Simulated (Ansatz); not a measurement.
Job for Ansatz (a first-principles code): R-CCSD(T)/cc-pVTZ on GeH5N (SMILES [NH2][GeH3]), atoms moved off the minimum. The run froze 15 orbitals, filled d shells among them.

Ansatz 0.2 input:
```yaml
crystal:
  periodic: [false, false, false]
  atoms:
    - {symbol: Ge, position_ang: [-0.49873368, -0.00085167, 0.02696475]}
    - {symbol: N, position_ang: [1.34383770, -0.23876435, -0.29440930]}
    - {symbol: H, position_ang: [-1.19201294, -0.90849259, -1.01939535]}
    - {symbol: H, position_ang: [-0.51659556, 1.48749464, -0.15697265]}
    - {symbol: H, position_ang: [-0.54980872, -0.33500453, 1.37459353]}
    - {symbol: H, position_ang: [1.65665834, -1.00683595, 0.01888248]}
    - {symbol: H, position_ang: [1.93073754, 0.52657573, 0.44028082]}
basis:
  gaussian:
    orbitals: cc-pVTZ
magnetization: {spin_polarized: false}
correlation: {method: ccsd_t, electrons: outside_noble_gas}
scf: {lower_state_search: off}
output: {forces: true}
```

The log:

```
WARN ansatz: RAYON_NUM_THREADS=1 ignored (pool sized by the plan → 1); use --threads N
Functional definition: HF
these checks for a lower state are left out or cut short: starts, cluster_reference, orbital_swaps, neighbouring_geometries, increment
integrals: 0.31 GiB planned
827 factors; integrals over basis functions are off by at most 1.1e-3 eV
mean field: 0.35 GiB planned
mean field evaluation 1: about -58031.4583 eV, gradient 3.6e1 eV
mean field evaluation 2: about -58031.5059 eV, gradient 3.6e1 eV
mean field evaluation 4: about -58034.3679 eV, gradient 2.5e0 eV
mean field evaluation 8: about -58034.4000 eV, gradient 1.3e-1 eV
mean field -58034.40011092 eV, -2132.7248669472 hartree, gradient 1.7e-6 eV, S^2 0.000000; 0 other end points of the search recorded, 0 dependent functions left out
15 core orbitals not correlated
reference -58034.40011092 eV, -2132.7248669472 hartree; 7, 7 occupied and 121, 121 virtual orbitals, 827 factors
too little memory for Intel AMX tiles; the run may be slower
densities: 1.10 GiB planned
second order -9.61498837 eV of doubles, -0.00000000 eV of singles
coupled cluster: 0.67 GiB planned
cycle   1  -10.07341366 eV  change   -4.6e-1 eV  update   6.9e-2
cycle   2  -10.37574138 eV  change   -3.0e-1 eV  update   2.2e-2
cycle   3  -10.42025328 eV  change   -4.5e-2 eV  update   9.1e-3
cycle   4  -10.41681643 eV  change    3.4e-3 eV  update   2.5e-3
cycle   5  -10.41719070 eV  change   -3.7e-4 eV  update   1.3e-3
cycle   6  -10.41724625 eV  change   -5.6e-5 eV  update   4.5e-4
cycle   7  -10.41711878 eV  change    1.3e-4 eV  update   2.0e-4
cycle   8  -10.41715724 eV  change   -3.8e-5 eV  update   7.8e-5
cycle   9  -10.41715816 eV  change   -9.2e-7 eV  update   2.4e-5
cycle  10  -10.41715020 eV  change    8.0e-6 eV  update   8.8e-6
perturbative correction -0.35256381 eV, -0.0129564810 hartree
the calculation of the forces begins
mean field evaluation 16: about -58034.4001 eV, gradient 1.7e-6 eV
Total energy: -58045.16982493 eV, -2133.1206466369 hartree
Atom 0 at    -0.498734    -0.000852     0.026965 Å, force     1.927839     0.225751    -3.223465 eV/Å
Atom 1 at     1.343838    -0.238764    -0.294409 Å, force    -0.435771    10.141839    -0.442504 eV/Å
Atom 2 at    -1.192013    -0.908493    -1.019395 Å, force    -0.240648     0.255277     0.297218 eV/Å
Atom 3 at    -0.516596     1.487495    -0.156973 Å, force    -0.706663     0.749596    -0.227199 eV/Å
Atom 4 at    -0.549809    -0.335005     1.374594 Å, force    -1.140818    -1.000236     3.608478 eV/Å
Atom 5 at     1.656658    -1.006836     0.018882 Å, force     2.935542    -7.719582     2.824566 eV/Å
Atom 6 at     1.930738     0.526576     0.440281 Å, force    -2.339480    -2.652645    -2.837096 eV/Å
Dipole moment:    -0.167840    -0.059658     0.286919 e Å
Checks for a lower state left out: starts, cluster_reference, orbital_swaps, neighbouring_geometries, increment
```

Self-consistency was reached.

Cost: around 40 core-seconds (rough).
